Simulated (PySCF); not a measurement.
PySCF input file for H2INSn, SMILES [I][Sn][NH2] (connectivity only; charge and spin as stated), neutral, multiplicity 1, IEF-PCM-B3LYP/def2-SVP. Coordinates come from a PBE0-D3(BJ)/def2-SVP optimisation. The def2 effective core potentials stand for the cores of I, Sn; spin–orbit coupling is left out. One conformer was computed; it need not be the lowest.

```python
import numpy as np
from pyscf import gto, scf, dft
from pyscf.solvent import pcm

mol = gto.M(
    atom='''
    Sn    0.36411213    1.25887841    0.00000000
    I    -0.04905208   -1.48104234    0.00000000
    N    -1.61039352    1.69990675    0.00000000
    H    -2.35294641    1.00569289    0.00000000
    H    -1.98014560    2.64628354    0.00000000
    ''',
    basis='def2-SVP',
    ecp={'I': 'def2-svp', 'Sn': 'def2-svp'},
    charge=0,
    spin=0,
    max_memory=1600,
    verbose=3,
)
mf = dft.RKS(mol, xc='b3lyp').density_fit(auxbasis='def2-universal-jkfit')
mf.grids.level = 3
mf.conv_tol = 1e-9
mf.max_cycle = 100
mf.kernel()
res = {}
for name, eps in {'water': 78.355, 'acetonitrile': 35.688, 'dichloromethane': 8.93}.items():
    s = mf.PCM()
    s.with_solvent.method, s.with_solvent.eps, s.with_solvent.lebedev_order = 'IEF-PCM', eps, 29
    s.kernel(mf.make_rdm1())
    res[name] = (s.e_tot, eps, s.dip_moment(), s.mo_energy, s.converged)
    print(f'{name}: electrostatic solvation free energy {(s.e_tot - mf.e_tot) * 627.509474:.3f} kcal/mol')
```

It prints:

```
converged SCF energy = -568.150807110431

WARN: PCM is an experimental feature. It is still in testing.
Features and APIs may be changed in the future.

converged SCF energy = -568.15794863634
Dipole moment(X, Y, Z, Debye): -0.74004,  4.88054,  0.00000
water: electrostatic solvation free energy -4.481 kcal/mol

WARN: PCM is an experimental feature. It is still in testing.
Features and APIs may be changed in the future.

converged SCF energy = -568.15776461489
Dipole moment(X, Y, Z, Debye): -0.73843,  4.83994,  0.00000
acetonitrile: electrostatic solvation free energy -4.366 kcal/mol

WARN: PCM is an experimental feature. It is still in testing.
Features and APIs may be changed in the future.

converged SCF energy = -568.156818986539
Dipole moment(X, Y, Z, Debye): -0.72927,  4.63227,  0.00000
dichloromethane: electrostatic solvation free energy -3.773 kcal/mol
```

The calculation finished and met its thresholds.
